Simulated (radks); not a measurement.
Values are calculated unless marked as measured or tabulated.
All-electron atom: the gold ion Au+ in [Kr] 4d10 4f14 5s2 5p5.75 5d10 6d0.25 (fractional occupations, a model configuration). Level of theory: scalar-relativistic Kohn-Sham, PBEsol, spin-unpolarised, spherical densities, point nucleus (a radial shooting solver on a logarithmic mesh with Libxc functionals).

X-ray form factor f0, the Fourier transform of the density (f0(0) = 78):

sin(theta)/lambda (1/angstrom)  f0 (electrons)
0.05                                    76.980
0.1                                     74.553
0.15                                    71.185
0.2                                     67.290
0.25                                    63.283
0.3                                     59.422
0.4                                     52.552
0.5                                     46.875
0.6                                     42.148
0.8                                     34.531
1                                       28.494
1.25                                    22.774
1.5                                     18.906
2                                       14.702
